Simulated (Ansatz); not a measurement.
Total energies of the cluster Rb2F (the lowest doublet isomer of a short search) from Ansatz at PBE-D4/def2-TZVP, gas phase (1 Eh = 27.2114 eV = 2625.5 kJ/mol). The reference geometry is relaxed at r2SCAN-D4/def2-TZVP.

```csv
atom,x (Å),y (Å),z (Å)
Rb1,2.072,0.070,0.775
Rb2,-1.854,-0.834,-0.875
F3,-0.218,0.764,0.099
```

| state | geometry | energy (Eh) |
| --- | --- | --- |
| charge 0 doublet | reference | -148.05636 |
| charge 1 singlet | reference | -147.92549 |
| charge 1 singlet | relaxed at r2SCAN-D4/def2-TZVP | -147.93802 |
| charge 0 quartet | relaxed at r2SCAN-D4/def2-TZVP | -147.84233 |
| free Rb atom (doublet) | – | -24.08221 |
| free F atom (doublet) | – | -99.66912 |

In the def2 sets Rb takes a core potential; there is no spin–orbit coupling.

(1) Work out the vertical ionisation energy to the singlet.

(2) How much does the charge 1 singlet relax, and what is the adiabatic ionisation energy?

(3) Which of the charge 0 states is lowest, and how far above it are the others?

(4) What is the binding energy per atom against free atoms?

(1) E(charge 1 singlet) − E(charge 0 doublet) = -147.92549 − (-148.05636) = 0.13087 Eh = 3.56 eV. For comparison, −ε of the highest occupied level of the spin that leaves is 2.05 eV at this level, 1.51 eV less.

(2) Relaxation: -147.92549 − (-147.93802) = 0.01253 Eh = 0.34 eV. Adiabatic ionisation energy: 0.11834 Eh = 3.22 eV, without zero-point energy. 

(3) The doublet. quartet: -147.84233 − (-148.05636) = 0.21403 Eh = 561.9 kJ/mol. The quartet has fallen apart, so its energy is that of loose fragments and no spin gap. The quartet differs in its bonds from the reference.

(4) Atoms: 2 × (-24.08221) + 1 × (-99.66912) = -147.83354 Eh. Binding: -147.83354 − (-148.05636) = 0.22282 Eh = 6.06 eV, or 2.02 eV for each of 3 atoms (no zero-point energy, no counterpoise term).

The structure comes from a short search, and lower isomers may exist.
